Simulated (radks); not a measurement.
Question: The table gives one normalised radial function P(r) = r R(r) (large component) of N in [He] 2s2 2p2 4d1 (r in bohr). All-electron calculation, Dirac Kohn-Sham, PBEsol, spin-unpolarised, spherical densities, finite nucleus; open shells fill j = l - 1/2 first; Fermi nuclear charge, rms radius 2.5582 fm. Program: a radial shooting solver on a logarithmic mesh with Libxc functionals.

| r | P |
|---|---|
| 0.03464 | 0.0123 |
| 0.0462 | 0.0210 |
| 0.06163 | 0.0354 |
| 0.08219 | 0.0587 |
| 0.1088 | 0.0942 |
| 0.1451 | 0.1493 |
| 0.1935 | 0.2290 |
| 0.258 | 0.3369 |
| 0.3442 | 0.4710 |
| 0.459 | 0.6184 |
| 0.6122 | 0.7539 |
| 0.81 | 0.8360 |
| 1.08 | 0.8283 |
| 1.441 | 0.7117 |
| 1.922 | 0.5134 |
| 2.563 | 0.2984 |
| 3.419 | 0.1329 |
| 4.524 | 0.0431 |
| 6.033 | 0.0089 |
| 8.047 | 0.0010 |
| 10.73 | 0.0000 |
| 14.32 | 0.0000 |
| 19.09 | 0.0000 |
| 25.26 | 0.0000 |
| 33.69 | 0.0000 |
| 44.94 | 0.0000 |
| 59.94 | 0.0000 |

Which n and l does it have? It may be an empty orbital.

Answer: n = 2, l = 1: the number of nodes gives n - l - 1 = 0, the rise at small r points to l (for j = l - 1/2 the large component starts outside the nucleus as r^gamma with gamma = sqrt(l^2 - (Z/c)^2) = 1.00 and the r^(l+1) term takes over further out; the orbital of l - 1 with the same j starts with the same power, but with a larger coefficient, and does not steepen), and the extent must fit the shell. The curve is that of 2p1/2; the two j differ most near the nucleus, where j = l - 1/2 has the larger amplitude, and in heavy atoms j = l - 1/2 is also the more compact. 2p1/2: eigenvalue -18.737 eV, 0 radial nodes, <r> = 1.28 bohr, 90 % of the charge inside 2.16 bohr.
